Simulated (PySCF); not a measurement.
Au(CNMe) (C2H3AuN), SMILES C[N+]#[C-]->[Au] (connectivity only; charge and spin as stated), neutral, multiplicity 2. Atoms are numbered in the order given.

```xyz
7

Au    -0.0285     0.7405     0.0000
C     -0.2416    -3.7075     0.0000
N      0.2147    -2.3703     0.0000
C      0.5496    -1.2449     0.0000
H     -0.8544    -3.8948    -0.8953
H      0.6116    -4.4036     0.0000
H     -0.8544    -3.8948     0.8953
```
Charge 0, spin multiplicity 2.

Geometry: B3LYP-D3(BJ)/def2-SVP. The geometry has at least one imaginary mode, so it is a saddle point at that level. The spin state was assumed, not searched. The isomer is the one that the SMILES or the coordinates give; other isomers of the formula were not compared. The def2 effective core potentials stand for the cores of Au; spin–orbit coupling is left out.

Level of theory: B3LYP/def2-TZVPD in PySCF.

Gas-phase values at a fixed geometry.

- total energy: -268.55694 hartree
- point group: Cs
- α spin, highest occupied and lowest empty level: -4.59 and -1.04 eV
- β spin, highest occupied and lowest empty level: -7.06 and -2.44 eV
- dipole moment: 5.53 D
- quadrupole, principal values (traceless, Buckingham form, about the centre of nuclear charge): -9.30, -7.92, 17.22 D·Å
- mean static polarisability: 83.4 bohr³ (12.36 Å³)
- polarisability, principal values: 59.0, 60.9, 130.3 bohr³
- ⟨S²⟩: 0.754 (pure state 0.75)
